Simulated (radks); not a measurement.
Species: the krypton ion Kr2+. Configuration: [Ar] 3d10 4s2 4p4 (the NIST ground configuration).

Calculated with a radial shooting solver on a logarithmic mesh with Libxc functionals: scalar-relativistic Kohn-Sham, LDA (Slater exchange, Perdew-Wang correlation), spin-polarised, spherical densities, point nucleus; open shells are filled with parallel spins first.

Energy parts (hartree):
| part | energy |
|---|---|
| total | -2785.41305 |
| kinetic | 2848.27626 |
| electron-nucleus | -6691.16556 |
| Hartree | 1149.72172 |
| exchange-correlation | -92.24547 |

Orbitals (lengths in bohr, moments of r in powers of bohr; <r^-3> diverges for s and p1/2; r(max) is where P^2 peaks):
| orbital | occ. | eigenvalue (hartree) | <r^-3> | r(max) |
|---|---|---|---|---|
| 1s up | 1 | -520.4325 | - | 0.02712 |
| 1s down | 1 | -520.4255 | - | 0.02711 |
| 2s up | 1 | -69.36492 | - | 0.1545 |
| 2s down | 1 | -69.36030 | - | 0.1545 |
| 2p up | 3 | -61.49919 | 1493 | 0.1234 |
| 2p down | 3 | -61.49271 | 1493 | 0.1234 |
| 3s up | 1 | -10.60488 | - | 0.4675 |
| 3s down | 1 | -10.59583 | - | 0.4675 |
| 3p up | 3 | -8.10038 | 222.2 | 0.4632 |
| 3p down | 3 | -8.09019 | 222.4 | 0.4633 |
| 3d up | 5 | -3.93981 | 26.98 | 0.4099 |
| 3d down | 5 | -3.92740 | 27.05 | 0.4098 |
| 4s up | 1 | -1.72889 | - | 1.312 |
| 4s down | 1 | -1.66298 | - | 1.308 |
| 4p up | 3 | -1.17239 | 23.26 | 1.479 |
| 4p down | 1 | -1.10871 | 22.97 | 1.479 |
| 4d up | 0 | -0.46734 | 1.319 | 2.162 |
| 4d down | 0 | -0.42696 | 1.142 | 2.259 |
| 4f up | 0 | -0.14530 | 0.01060 | 5.736 |
| 4f down | 0 | -0.14209 | 0.008614 | 6.066 |
| 5s up | 0 | -0.46757 | - | 3.374 |
| 5s down | 0 | -0.45139 | - | 3.445 |
| 5p up | 0 | -0.33729 | 4.189 | 4.038 |
| 5p down | 0 | -0.32687 | 3.974 | 4.144 |

The highest occupied level is 4p down at -30.169 eV. For comparison, the ionisation energy in NIST's Atomic Spectra Database is 35.84 eV (measured). In exact Kohn-Sham theory the highest level is minus the ionisation energy, but local and semilocal functionals leave it too shallow, through self-interaction and a potential that decays too fast; potentials with the right tail come closer.
